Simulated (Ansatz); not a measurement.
Dimethyl selenide + arsine → `C[Se][AsH2]` + CH₄ at 500 K and 1 bar (ligand exchange at the Se–C bond).

Computed with Ansatz on PBE0-D4/def2-TZVP structures; ΔE is electronic, products minus reactants. CBS: MP2 limit from def2 TZ/QZ plus the TZ coupled-cluster correction, frozen cores. This one scheme is used for every species. For As, Se outer-core shells are correlated without core-valence functions, which leaves a few kJ/mol of doubt a bond. Scalar relativity is left out up to krypton.

```
      species  CCSD(T)/CBS energy (Eh)  H − E (kJ/mol)  S (J/(mol·K))
     `C[Se]C`              -2480.41768           229.9          346.1
     `[AsH3]`              -2236.79077            76.6          245.1
`C[Se][AsH2]`              -4676.77761           178.2          387.6
          CH₄                -40.46206           135.6          206.8
```

H − E and S are ideal-gas, rigid-rotor, harmonic terms from PBE0-D4/def2-TZVP. 1 Eh = 2625.50 kJ/mol, R = 8.31446 J/(mol·K).

Question: By hand: ΔE, ΔH, ΔS and ΔG.

Answer: ΔE = (-4676.77761) + (-40.46206) − (-2480.41768) − (-2236.79077) = -0.03122 Eh = -82.0 kJ/mol. Δ(H − E) = 178.2 + 135.6 − 229.9 − 76.6 = 7.3, so ΔH = -74.7 kJ/mol. ΔS = 387.6 + 206.8 − 346.1 − 245.1 = 3.2 J/(mol·K). ΔG = -74.7 − 500 × (3.2)/1000 = -76.3 kJ/mol.

Question: By hand: the equilibrium constant, and the temperature at which ΔG would vanish if ΔH and ΔS stayed fixed.

Answer: log₁₀ K = −ΔG/(RT ln 10) = 8.0. ΔH and −TΔS have one sign here, so there is no such temperature.

The number of gas molecules stays the same, so ΔS is small and ΔH decides. A doubt of 5 kJ/mol in ΔE shifts log₁₀ K by 0.5 here. These are equilibria of isolated gas molecules and say nothing of rates. Largest T1 diagnostic: 0.011 (customary marks: 0.02 for closed shells, 0.045 for open ones).

ΔS is within the doubt of such terms, so its sign, and with it that verdict, could turn.
